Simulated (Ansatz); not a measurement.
Geometry optimisation, Ansatz, DFT PBE, scalar-relativistic, plane waves, PAW.

The input (input.yaml):

```yaml
accuracy: low
crystal:
  lattice:
    - [6.0, 0.0, 0.0]
    - [0.0, 6.0, 0.0]
    - [0.0, 0.0, 6.0]
  atoms:
    - { symbol: O, position: [0.8289503, 0.9309213, 0.7609975] }
    - { symbol: H, position: [0.7021222, 1.0283098, 0.7831098] }
    - { symbol: H, position: [0.9167472, 0.9500781, 0.8951004] }
    - { symbol: O, position: [0.3554203, 0.8752254, 0.7000344] }
    - { symbol: H, position: [0.3854745, 0.9882737, 0.5887885] }
    - { symbol: H, position: [0.3304374, 0.7411368, 0.6136925] }
    - { symbol: O, position: [1.0065324, 0.3598364, 0.6677907] }
    - { symbol: H, position: [0.8451765, 0.3628777, 0.6715153] }
    - { symbol: H, position: [1.0488802, 0.5148433, 0.6832295] }
    - { symbol: O, position: [0.1837869, 0.6519105, 0.0208239] }
    - { symbol: H, position: [0.2070286, 0.4930339, 0.0041834] }
    - { symbol: H, position: [0.0280583, 0.6645575, 0.0614133] }
    - { symbol: O, position: [0.3971686, 0.2864638, 0.2165164] }
    - { symbol: H, position: [0.5166247, 0.3626431, 0.1391485] }
    - { symbol: H, position: [0.3002451, 0.2353179, 0.097989] }
    - { symbol: O, position: [0.8664011, 0.1743224, 0.1780547] }
    - { symbol: H, position: [0.8013664, 0.3199222, 0.1529546] }
    - { symbol: H, position: [1.0254861, 0.201545, 0.1749358] }
    - { symbol: S, position: [0.5655723, 0.8074268, 0.2064572] }
    - { symbol: H, position: [0.448657, 0.9033577, 0.0422442] }
    - { symbol: H, position: [0.7507022, 0.7911376, 0.0827664] }
basis:
  ecutwfc: 420.0
kpoints:
  mp_grid: { grid: [1, 1, 1] }
hamiltonian:
  xc: pbe
scf:
  occupations: { method: fermi_dirac, width: 0.02 }
  lower_state_search: "off"
relax:
  f_tol: 0.3
  max_steps: 15
  adjacent_minimum: "off"
```

Run as:

```bash
$ ansatz run input.yaml --threads 1 --pin off --max-ram 3072MiB --backend cpu --events-out ev --progress --plain --runs-dir out
```

Question: Where does it end, and by what steps?

Answer: The run converged. The threshold is loose, so the end isn't yet a minimum. The force dipped under the threshold on the way, but the program's further checks kept it going. Limits of this set-up: coarse k mesh, low accuracy level. After 14 steps the energy has fallen by 4.464 eV; H20 moved furthest, 1.58 Å.

| step | energy less start (eV) | largest force component (eV/Å) | accepted |
| --- | --- | --- | --- |
| 0 | 0.0000 | 1.084 | yes |
| 1 | -1.0588 | 0.994 | yes |
| 2 | -1.6650 | 2.224 | yes |
| 3 | -2.2650 | 1.399 | yes |
| 4 | -2.6995 | 1.209 | yes |
| 5 | -3.0355 | 0.972 | yes |
| 6 | -3.3173 | 1.022 | yes |
| 7 | -3.5590 | 1.014 | yes |
| 8 | -3.7973 | 1.076 | yes |
| 9 | -4.0314 | 0.681 | yes |
| 10 | -4.2135 | 0.601 | yes |
| 11 | -4.3386 | 0.576 | yes |
| 12 | -4.3970 | 0.621 | yes |
| 13 | -4.4640 | 0.207 | yes |
| 14 | -4.4640 | 0.208 | yes |

```xyz
21
Lattice="6.0000 0.0000 0.0000 0.0000 6.0000 0.0000 0.0000 0.0000 6.0000" Properties=species:S:1:pos:R:3
O 5.082 5.813 4.762
H 4.159 5.868 4.419
H 5.022 6.251 5.663
O 2.466 6.325 4.369
H 1.837 6.847 3.795
H 2.035 5.441 4.495
O 6.543 1.849 3.340
H 5.873 1.296 3.820
H 6.655 2.692 3.863
O 1.017 4.030 -1.098
H 1.139 3.359 -0.376
H 0.152 4.520 -1.007
O 1.702 1.841 0.422
H 2.449 2.113 0.987
H 2.092 1.240 -0.289
O 5.202 0.844 1.161
H 4.713 1.597 1.547
H 6.137 1.156 1.192
S 3.592 3.781 2.214
H 2.655 4.361 1.421
H 4.547 4.635 1.751
```

Whether the end is a true minimum wasn't checked by a vibrational analysis.

The run took 20 s on 1 thread of Arm Neoverse V2, on a shared host, peak memory 0.33 GiB.
